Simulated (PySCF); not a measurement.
# Reading the logs of faulty runs: AlC3H8

These are calculations, not measurements. They come from PySCF 2.14.0, an open-source quantum chemistry program, on an isolated molecule that a program drew, which may never have been made. The molecule is AlC3H8 (charge 0, doublet), drawn as the SMILES string `C[CH2][Al][CH3]`.

Each row is a Hartree-Fock (HF) and frozen-core CCSD(T) single point in the cc-pV(D+d)Z basis, meant for a local HF minimum. Run 1 is clean. Each other run has one planted mistake out of seven kinds, and not every kind appears here: one electron removed, one electron added, multiplicity raised by two, geometry at a saddle point, minimal basis STO-3G, one bond length entered in bohr, all coordinates scaled. The reference is restricted for singlets and unrestricted otherwise, and also for a bond in bohr. Adding or removing an electron swaps singlet and doublet. Electrons count all cores. HOMO and LUMO are orbital energies over both spins, the gradient is its largest component, and the lowest frequency (negative if imaginary) is given only where the gradient is small. Bond lengths are over the 11 bonds as drawn. T1 is the CCSD diagnostic: over 0.02 (restricted) or 0.045 (unrestricted) a single reference is doubtful.

Geometry of the clean run:
```xyz
12
AlC3H8, angstrom
C     1.1503   -2.4367   -0.0954
C     0.7774   -1.0116   -0.5253
Al   -0.2922    0.1163    0.7185
C    -0.7597    1.9420    0.1040
H     1.7371   -2.9564   -0.8587
H     1.7421   -2.4363    0.8244
H     0.2610   -3.0429    0.0987
H     0.2223   -1.0397   -1.4752
H     1.6888   -0.4396   -0.7569
H     0.1490    2.5013   -0.1543
H    -1.3659    1.8883   -0.8100
H    -1.3169    2.5285    0.8394
```

```
run  electrons  basis functions  <S^2>  HOMO (eV)  LUMO (eV)  gradient (hartree/bohr)  lowest frequency (cm^-1)  mean bond (Å)  longest bond (Å)      T1  HF (hartree)  CCSD(T) (hartree)               mistake
  1         39              105  0.754      -7.47       1.36                  3.4e-05                        25         1.2981             1.991  0.0109    -360.15639         -360.71572              no fault
  2         39               32  0.755      -4.42       7.56                  3.8e-02                         -         1.2981             1.991  0.0071    -355.85862         -356.09514  minimal basis STO-3G
  3         38              105  0.000     -15.48      -5.90                  5.0e-02                         -         1.2981             1.991  0.0119    -359.91019         -360.46650  one electron removed
  4         39              105  0.753      -7.35       1.45                  2.2e-02                         -         1.2579             1.929  0.0105    -360.14622         -360.69983                     ?
```

**Which mistake was planted in run 4, and what did it cost?**

The mean and the longest bond both change by the same factor, 0.969, and the gradient is no longer small. So the mistake is: all coordinates scaled. Subtracting run 1 and multiplying by 627.51 kcal/mol a hartree, the energy moved by 6.4 kcal/mol in HF and 10.0 kcal/mol in CCSD(T).

